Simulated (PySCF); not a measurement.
BrHSSe, SMILES S[Se]Br.

Geometry: B3LYP-D3(BJ)/def2-SVP. The values are those of a single conformer.

Method: B3LYP-D3(BJ)/def2-SVP run with PySCF 2.14.0.

Frequencies are harmonic and unscaled.

| mode | ν (cm⁻¹) | IR (km/mol) | Raman (Å⁴/amu) | depolarisation | moving atoms (share of kinetic energy) |
|---|---|---|---|---|---|
| 1 | 127 | 0.9 | 10.0 | 0.57 | S 52 %, Br 26 %, Se 19 % |
| 2 | 265 | 18.5 | 12.9 | 0.23 | Se 53 %, Br 47 % |
| 3 | 368 | 19.7 | 10.1 | 0.74 | H 95 % |
| 4 | 395 | 11.3 | 9.9 | 0.25 | S 71 %, Se 28 % |
| 5 | 836 | 2.1 | 27.9 | 0.52 | H 97 % |
| 6 | 2617 | 2.0 | 189.2 | 0.28 | H 97 % |
